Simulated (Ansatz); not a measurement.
Ansatz (a quantum-chemistry and plane-wave program) job for C2H4F2Si, SMILES F/C=C(/F)[SiH3], B3LYP-D3(BJ)/def2-SVP. 

Ansatz 0.2 input:
```yaml
crystal:
  periodic: [false, false, false]
  atoms:
    - {symbol: F, position_ang: [1.37311908, 1.18371070, -0.93261059]}
    - {symbol: C, position_ang: [1.29435485, -0.07712638, -0.48106015]}
    - {symbol: C, position_ang: [0.17990335, -0.49864351, 0.09609998]}
    - {symbol: F, position_ang: [0.16973479, -1.78141389, 0.52785234]}
    - {symbol: Si, position_ang: [-1.40445857, 0.51842033, 0.37694902]}
    - {symbol: H, position_ang: [2.19917830, -0.64512312, -0.64614507]}
    - {symbol: H, position_ang: [-1.04159922, 1.67056525, 1.19923085]}
    - {symbol: H, position_ang: [-2.33094091, -0.38057067, 1.05833522]}
    - {symbol: H, position_ang: [-1.89545224, 0.93119216, -0.93612197]}
basis:
  gaussian:
    orbitals: def2-SVP
hamiltonian:
  xc: b3lyp
  dispersion: d3bj
relax: {f_tol: 0.002, max_steps: 200}
```

Program output:

```
WARN ansatz: RAYON_NUM_THREADS=1 ignored (pool sized by the plan → 1); use --threads N
Functional definition: B3LYP
integrals: 0.04 GiB planned
1003 factors; integrals over basis functions are off by at most 4.4e-4 eV
mean field: 0.35 GiB planned
mean field evaluation 1: about -15439.3442 eV, gradient 3.0e1 eV
mean field evaluation 2: about -15439.9438 eV, gradient 2.5e1 eV
mean field evaluation 4: about -15441.3150 eV, gradient 1.3e0 eV
mean field evaluation 8: about -15441.3428 eV, gradient 5.8e-2 eV
mean field -15441.34281577 eV, -567.4588819616 hartree, gradient 1.4e-5 eV, S^2 0.000000; 0 other end points of the search recorded, 0 dependent functions left out
the calculation of the forces begins
reference -15441.34303793 eV, -567.4588901258 hartree; 24, 24 occupied and 70, 70 virtual orbitals, 1003 factors
relax step   1: F+E_penalty+E_count = -15441.64044486 eV  Δ(F+E_penalty+E_count) = +0.000e0 eV  max|allowed force component| = 8.661e-1 eV/Å  Δτ_max = 0.0000 Å  (25 SCF iters, accepted)
these checks for a lower state are left out or cut short: starts, cluster_reference, orbital_swaps, neighbouring_geometries, increment
integrals: 0.04 GiB planned
1003 factors; integrals over basis functions are off by at most 4.3e-4 eV
mean field: 0.35 GiB planned
mean field evaluation 16: about -15441.3561 eV, gradient 2.1e0 eV
[...]
these checks for a lower state are left out or cut short: starts, cluster_reference, orbital_swaps, neighbouring_geometries, increment
integrals: 0.04 GiB planned
1003 factors; integrals over basis functions are off by at most 5.0e-4 eV
mean field: 0.34 GiB planned
mean field -15441.40257537 eV, -567.4610780861 hartree, gradient 1.0e-5 eV, S^2 0.000000; 0 other end points of the search recorded, 0 dependent functions left out
the calculation of the forces begins
reference -15441.40279779 eV, -567.4610862599 hartree; 24, 24 occupied and 70, 70 virtual orbitals, 1003 factors
relax step  22: F+E_penalty+E_count = -15441.69838295 eV  Δ(F+E_penalty+E_count) = -1.602e-3 eV  max|allowed force component| = 1.723e-1 eV/Å  Δτ_max = 0.0445 Å  (28 SCF iters, accepted)
these checks for a lower state are left out or cut short: starts, cluster_reference, orbital_swaps, neighbouring_geometries, increment
integrals: 0.04 GiB planned
1003 factors; integrals over basis functions are off by at most 5.4e-4 eV
mean field: 0.34 GiB planned
mean field evaluation 160: about -15441.4062 eV, gradient 2.0e-4 eV
mean field -15441.40623578 eV, -567.4612126039 hartree, gradient 2.5e-5 eV, S^2 0.000000; 0 other end points of the search recorded, 0 dependent functions left out
the calculation of the forces begins
reference -15441.40645846 eV, -567.4612207872 hartree; 24, 24 occupied and 70, 70 virtual orbitals, 1003 factors
relax step  23: F+E_penalty+E_count = -15441.70189410 eV  Δ(F+E_penalty+E_count) = -3.511e-3 eV  max|allowed force component| = 2.600e-1 eV/Å  Δτ_max = 0.1037 Å  (27 SCF iters, accepted)
these checks for a lower state are left out or cut short: starts, cluster_reference, orbital_swaps, neighbouring_geometries, increment
integrals: 0.04 GiB planned
1003 factors; integrals over basis functions are off by at most 5.9e-4 eV
mean field: 0.35 GiB planned
mean field -15441.40925508 eV, -567.4613235611 hartree, gradient 1.8e-5 eV, S^2 0.000000; 0 other end points of the search recorded, 0 dependent functions left out
the calculation of the forces begins
reference -15441.40947956 eV, -567.4613318107 hartree; 24, 24 occupied and 70, 70 virtual orbitals, 1003 factors
relax step  24: F+E_penalty+E_count = -15441.70438096 eV  Δ(F+E_penalty+E_count) = -2.487e-3 eV  max|allowed force component| = 3.573e-1 eV/Å  Δτ_max = 0.0966 Å  (27 SCF iters, accepted)
these checks for a lower state are left out or cut short: starts, cluster_reference, orbital_swaps, neighbouring_geometries, increment
integrals: 0.04 GiB planned
1003 factors; integrals over basis functions are off by at most 6.1e-4 eV
mean field: 0.35 GiB planned
mean field -15441.41138448 eV, -567.4614018152 hartree, gradient 1.1e-5 eV, S^2 0.000000; 0 other end points of the search recorded, 0 dependent functions left out
the calculation of the forces begins
reference -15441.41160951 eV, -567.4614100849 hartree; 24, 24 occupied and 70, 70 virtual orbitals, 1003 factors
relax step  25: F+E_penalty+E_count = -15441.70644806 eV  Δ(F+E_penalty+E_count) = -2.067e-3 eV  max|allowed force component| = 3.076e-1 eV/Å  Δτ_max = 0.0379 Å  (28 SCF iters, accepted)
these checks for a lower state are left out or cut short: starts, cluster_reference, orbital_swaps, neighbouring_geometries, increment
integrals: 0.04 GiB planned
1003 factors; integrals over basis functions are off by at most 6.2e-4 eV
mean field: 0.35 GiB planned
mean field -15441.41465200 eV, -567.4615218944 hartree, gradient 1.2e-5 eV, S^2 0.000000; 0 other end points of the search recorded, 0 dependent functions left out
the calculation of the forces begins
reference -15441.41487759 eV, -567.4615301845 hartree; 24, 24 occupied and 70, 70 virtual orbitals, 1003 factors
relax step  26: F+E_penalty+E_count = -15441.70988468 eV  Δ(F+E_penalty+E_count) = -3.437e-3 eV  max|allowed force component| = 1.419e-1 eV/Å  Δτ_max = 0.0549 Å  (29 SCF iters, accepted)
these checks for a lower state are left out or cut short: starts, cluster_reference, orbital_swaps, neighbouring_geometries, increment
integrals: 0.04 GiB planned
1003 factors; integrals over basis functions are off by at most 6.4e-4 eV
mean field: 0.35 GiB planned
mean field -15441.41593293 eV, -567.4615689675 hartree, gradient 1.0e-5 eV, S^2 0.000000; 0 other end points of the search recorded, 0 dependent functions left out
the calculation of the forces begins
reference -15441.41615858 eV, -567.4615772602 hartree; 24, 24 occupied and 70, 70 virtual orbitals, 1003 factors
relax step  27: F+E_penalty+E_count = -15441.71116745 eV  Δ(F+E_penalty+E_count) = -1.283e-3 eV  max|allowed force component| = 7.810e-2 eV/Å  Δτ_max = 0.0402 Å  (28 SCF iters, accepted)
these checks for a lower state are left out or cut short: starts, cluster_reference, orbital_swaps, neighbouring_geometries, increment
integrals: 0.04 GiB planned
1003 factors; integrals over basis functions are off by at most 6.6e-4 eV
mean field: 0.35 GiB planned
mean field evaluation 192: about -15441.3907 eV, gradient 2.6e-2 eV
mean field -15441.41673005 eV, -567.4615982613 hartree, gradient 1.1e-5 eV, S^2 0.000000; 0 other end points of the search recorded, 0 dependent functions left out
the calculation of the forces begins
reference -15441.41695561 eV, -567.4616065505 hartree; 24, 24 occupied and 70, 70 virtual orbitals, 1003 factors
relax step  28: F+E_penalty+E_count = -15441.71171932 eV  Δ(F+E_penalty+E_count) = -5.519e-4 eV  max|allowed force component| = 7.134e-2 eV/Å  Δτ_max = 0.0491 Å  (28 SCF iters, accepted)
these checks for a lower state are left out or cut short: starts, cluster_reference, orbital_swaps, neighbouring_geometries, increment
integrals: 0.04 GiB planned
1003 factors; integrals over basis functions are off by at most 6.7e-4 eV
mean field: 0.35 GiB planned
mean field -15441.41710427 eV, -567.4616120136 hartree, gradient 1.1e-5 eV, S^2 0.000000; 0 other end points of the search recorded, 0 dependent functions left out
the calculation of the forces begins
reference -15441.41732974 eV, -567.4616202995 hartree; 24, 24 occupied and 70, 70 virtual orbitals, 1003 factors
relax step  29: F+E_penalty+E_count = -15441.71193639 eV  Δ(F+E_penalty+E_count) = -2.171e-4 eV  max|allowed force component| = 5.111e-2 eV/Å  Δτ_max = 0.0297 Å  (28 SCF iters, accepted)
these checks for a lower state are left out or cut short: starts, cluster_reference, orbital_swaps, neighbouring_geometries, increment
integrals: 0.04 GiB planned
1003 factors; integrals over basis functions are off by at most 6.7e-4 eV
mean field: 0.35 GiB planned
mean field -15441.41714021 eV, -567.4616133341 hartree, gradient 1.1e-5 eV, S^2 0.000000; 0 other end points of the search recorded, 0 dependent functions left out
the calculation of the forces begins
reference -15441.41736541 eV, -567.4616216101 hartree; 24, 24 occupied and 70, 70 virtual orbitals, 1003 factors
relax step  30: F+E_penalty+E_count = -15441.71209241 eV  Δ(F+E_penalty+E_count) = -1.560e-4 eV  max|allowed force component| = 1.665e-2 eV/Å  Δτ_max = 0.0148 Å  (29 SCF iters, accepted)
these checks for a lower state are left out or cut short: starts, cluster_reference, orbital_swaps, neighbouring_geometries, increment
integrals: 0.04 GiB planned
1003 factors; integrals over basis functions are off by at most 6.7e-4 eV
mean field: 0.35 GiB planned
mean field -15441.41711293 eV, -567.4616123318 hartree, gradient 1.5e-5 eV, S^2 0.000000; 0 other end points of the search recorded, 0 dependent functions left out
the calculation of the forces begins
reference -15441.41733803 eV, -567.4616206042 hartree; 24, 24 occupied and 70, 70 virtual orbitals, 1003 factors
relax step  31: F+E_penalty+E_count = -15441.71211541 eV  Δ(F+E_penalty+E_count) = -2.300e-5 eV  max|allowed force component| = 1.271e-2 eV/Å  Δτ_max = 0.0057 Å  (24 SCF iters, accepted)
these checks for a lower state are left out or cut short: starts, cluster_reference, orbital_swaps, neighbouring_geometries, increment
integrals: 0.04 GiB planned
1003 factors; integrals over basis functions are off by at most 6.7e-4 eV
mean field: 0.35 GiB planned
mean field -15441.41709712 eV, -567.4616117508 hartree, gradient 5.4e-5 eV, S^2 0.000000; 0 other end points of the search recorded, 0 dependent functions left out
the calculation of the forces begins
reference -15441.41732219 eV, -567.4616200220 hartree; 24, 24 occupied and 70, 70 virtual orbitals, 1003 factors
relax step  32: F+E_penalty+E_count = -15441.71213599 eV  Δ(F+E_penalty+E_count) = -2.058e-5 eV  max|allowed force component| = 4.309e-3 eV/Å  Δτ_max = 0.0018 Å  (20 SCF iters, accepted)
these checks for a lower state are left out or cut short: starts, cluster_reference, orbital_swaps, neighbouring_geometries, increment
integrals: 0.04 GiB planned
1003 factors; integrals over basis functions are off by at most 6.7e-4 eV
mean field: 0.35 GiB planned
mean field evaluation 224: about -15441.4171 eV, gradient 2.7e-5 eV
mean field -15441.41709876 eV, -567.4616118112 hartree, gradient 3.1e-5 eV, S^2 0.000000; 0 other end points of the search recorded, 0 dependent functions left out
the calculation of the forces begins
reference -15441.41732383 eV, -567.4616200822 hartree; 24, 24 occupied and 70, 70 virtual orbitals, 1003 factors
relax step  33: F+E_penalty+E_count = -15441.71213706 eV  Δ(F+E_penalty+E_count) = -1.070e-6 eV  max|allowed force component| = 8.153e-4 eV/Å  Δτ_max = 0.0005 Å  (18 SCF iters, accepted)
integrals: 0.04 GiB planned
1003 factors; integrals over basis functions are off by at most 6.7e-4 eV
mean field: 0.35 GiB planned
mean field -15441.41709876 eV, -567.4616118112 hartree, gradient 3.1e-5 eV, S^2 0.000000; 1 other end points of the search recorded, 0 dependent functions left out
the calculation of the forces begins
reference -15441.41732383 eV, -567.4616200822 hartree; 24, 24 occupied and 70, 70 virtual orbitals, 1003 factors
Total energy: -15441.71236213 eV, -567.4724625397 hartree
Atom 0 at     1.688644     1.248296    -0.155016 Å, force     0.000129    -0.000527    -0.000119 eV/Å
Atom 1 at     1.384126    -0.045156    -0.293091 Å, force    -0.000414     0.000815     0.000222 eV/Å
Atom 2 at     0.135819    -0.492047    -0.119074 Å, force     0.000648    -0.000274    -0.000150 eV/Å
Atom 3 at    -0.065918    -1.824183    -0.283016 Å, force    -0.000139    -0.000358    -0.000129 eV/Å
Atom 4 at    -1.406097     0.498930     0.330923 Å, force    -0.000316     0.000196     0.000151 eV/Å
Atom 5 at     2.232984    -0.684280    -0.555176 Å, force     0.000018     0.000079     0.000048 eV/Å
Atom 6 at    -1.046307     1.932056     0.480426 Å, force     0.000077     0.000088    -0.000046 eV/Å
Atom 7 at    -1.961954    -0.036250     1.604843 Å, force     0.000011     0.000013     0.000069 eV/Å
Atom 8 at    -2.417459     0.323645    -0.748288 Å, force    -0.000014    -0.000033    -0.000046 eV/Å
Dipole moment:     0.022740     0.036186     0.001108 e Å
```

The run converged.
